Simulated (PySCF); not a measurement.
# As⁺: excitation energy

As⁺ [Ar] 3d10 4s2 4p2 (3P) → As⁺ [Ar] 3d10 4s2 4p1 5s1 (3P), as a difference of total energies. Computed with PySCF 2.14 in dyall-av2z (16s12p8d, 92 functions), with no relativity, point nucleus. Correlated levels: valence: [Ar] 3d10 frozen; virtual orbitals above 40 to 60 times the deepest correlated orbital energy dropped. The calculations carry no spin-orbit coupling.

```
           method  excitation energy (eV)
              UHF                   9.606
    MP2 (valence)                   9.626
SCS-MP2 (valence)                   9.611
   CCSD (valence)                   9.616
CCSD(T) (valence)                   9.609
```

A first-order spin-orbit estimate (lowest level to lowest level, LS coupling) adds -0.023 eV.

The promoted electron is Rydberg-like, and one or two diffuse shells describe it only roughly, which tends to raise the upper state.
